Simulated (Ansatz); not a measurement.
Relaxed structures of SiH2SeS, singlet (PBE0-D4/def2-TZVP; forces vanish, vibrations not checked; lower isomers may exist, and structures with a doubtful reference or unclear bonds are left out; Å). Computed with Ansatz 0.2.0 (basis: def2-TZVPP); correlated methods freeze the cores. Filled d shells of the heavier atoms are correlated. The def2 sets are not built for correlating such inner shells, so the correlated values are less sure here.

Question: Rank them by CCSD(T) energy, lowest first, and give each one's height above the lowest. Links in brackets join atoms within 1.22 times the sum of their covalent radii (1.1 for two metals). (To be estimated.)
A.
SiH₂SeS ([SiH]1[SH][Se]1)
```
5
angstrom
Si -0.4687 0.1732 -0.3942
S 0.1477 -0.6731 1.7311
Se 1.5254 -1.0887 0.0647
H 0.7061 0.4540 2.2203
H 0.1862 1.4995 -0.0077
```
B.
SiH₂SeS ([SiH2]1[S][Se]1)
```
5
angstrom
Si -0.2758 0.2220 -0.2081
S 0.4387 -0.3414 1.6817
Se 1.4610 -1.1871 -0.1869
H -1.5889 -0.3042 -0.6350
H -0.0351 1.6108 -0.6516
```
C.
SiH₂SeS ([SiH]1[S][SeH]1)
```
5
angstrom
Si -0.4465 -0.0977 -0.2803
S 0.6873 -0.2625 1.6686
Se 1.9213 -0.7765 -0.0622
H 1.6904 -2.2375 -0.0803
H 0.0973 1.2968 -0.5896
```

Answer: Computed: B (0.00 kcal/mol), A (29.12 kcal/mol), C (30.84 kcal/mol). Heights count from the lowest.

The T1 diagnostic stays at or below 0.013.

For scale, one of the runs: CCSD(T)/def2-TZVPP, 160 basis functions, launched by `ansatz run in.yaml --threads 2 --pin off --events-out ev --progress --plain --max-ram 4352MiB`. Hardware: 2 CPU threads of an Arm Neoverse V1, shared host. Wall time 32 s; peak host memory 1.1 GiB.
